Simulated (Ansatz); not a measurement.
Basis sets compared for LiAg12. Total charge 0; doublet. Geometry PBE-D4/def2-SVP. Ansatz on 2 threads of AMD EPYC 7R13 on a shared host and a share (18 GiB) of an NVIDIA H100 80GB HBM3; times are rough, and most runs start from earlier orbitals.

```xyz
13

Li    2.0704    0.7213   -1.0414
Ag    1.0613    1.2258   -3.4443
Ag   -2.2608   -0.0190    0.4103
Ag   -1.6564    2.7754    1.0714
Ag    1.7484   -0.8484    2.6219
Ag   -0.2016    2.4363   -1.2733
Ag    1.9361   -1.4248   -2.6210
Ag   -1.6991    0.7610    3.0431
Ag   -1.3674   -2.6110   -0.3572
Ag   -0.8083   -1.7457    2.1938
Ag    0.3183    0.8181    1.0187
Ag   -0.4247   -0.3158   -1.6769
Ag    1.2837   -1.7730    0.0550
```

In the def2 sets Ag takes a core potential; there is no spin–orbit coupling. Single mean-field runs in def2-TZVP are fitted with def2-universal-jkfit. No other spin state of charge 0 was run. Another isomer (doublet) lies 0.09 eV lower at r2SCAN-D4/def2-TZVP; other spin states weren't run for this one.

Binding counts from free atoms (Li doublet, Ag doublet) in the same basis, without a counterpoise term.

```json
{"level": "PBE-D4/def2-SVP", "functions": "381", "energy (Eh)": "-1771.6473", "HOMO (eV)": "-3.75", "LUMO (eV)": "-3.52", "binding per atom (eV)": "1.77", "wall time": "7 s"}
{"level": "PBE0-D4/def2-SVP", "functions": "381", "energy (Eh)": "-1771.3866", "HOMO (eV)": "-4.02", "LUMO (eV)": "-2.75", "binding per atom (eV)": "1.60", "wall time": "11 s"}
```

(1) Estimate the rows for PBE-D4/def2-TZVP (with forces), PBE0-D4/def2-TZVP.

## Answers

(1) 
```tsv
level	functions	energy (Eh)	HOMO (eV)	LUMO (eV)	binding per atom (eV)	wall time
PBE-D4/def2-TZVP (with forces)	494	-1772.1228	-3.78	-3.54	1.80	8 s
PBE0-D4/def2-TZVP	494	-1771.8402	-4.04	-2.75	1.62	7 s
```
